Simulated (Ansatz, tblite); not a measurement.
Removing an electron: the cluster Ca5O5⁻ (the lowest doublet isomer of a short search). The state is a doublet with charge -1. Geometry: PBE-D4/def2-SVP. Ansatz, gas phase; energy differences of separate SCF runs; the oxidised species is a singlet (the triplet lies 1.58 eV higher at PBE0-D4/def2-TZVPD).

Cartesian coordinates in Å:
```
Ca -0.2022 -0.6845 -2.6838
Ca -0.3434 -0.4503 1.0970
Ca 1.2347 2.6042 2.5868
Ca -1.7676 -3.3536 -0.7950
Ca 1.3272 2.2184 -1.0156
O 1.7752 3.2582 0.6959
O 0.2419 0.8529 2.7033
O -1.1849 -2.4832 -2.5832
O -1.3465 -2.3413 0.8975
O 0.2655 0.3792 -0.9030
```

The xTB rows come from tblite. The structure comes from a short search, and lower isomers may exist.

```csv
level,−HOMO (eV),vertical IE (eV),−LUMO (eV),HOMO–LUMO gap (eV)
GFN2-xTB,–,7.48,–,–
PBE0-D4/def2-TZVPD,0.09,1.28,-1.47,1.57
```

Task: Estimate the rows for GFN1-xTB, PBE-D4/def2-TZVPD.

Result: 
| level | −HOMO (eV) | vertical IE (eV) | −LUMO (eV) | HOMO–LUMO gap (eV) | remarks |
| --- | --- | --- | --- | --- | --- |
| GFN1-xTB | – | 4.27 | – | – | – |
| PBE-D4/def2-TZVPD | -0.36 | 1.25 | -0.91 | 0.55 | HOMO above zero (-1 doublet) |

  A HOMO above zero means that the electron is unbound at that level or that self-interaction error raises the level; the energy of removing that electron tells which. HOMO and LUMO are the levels of the spin that leaves or enters (xTB has no such levels and no spin-polarisation term). Other spin states of the ions may lie lower, which would lower the ionisation energy or raise the affinity. Raw xTB energy differences between charge states are shifted by several eV; the methods need an empirical correction for them.
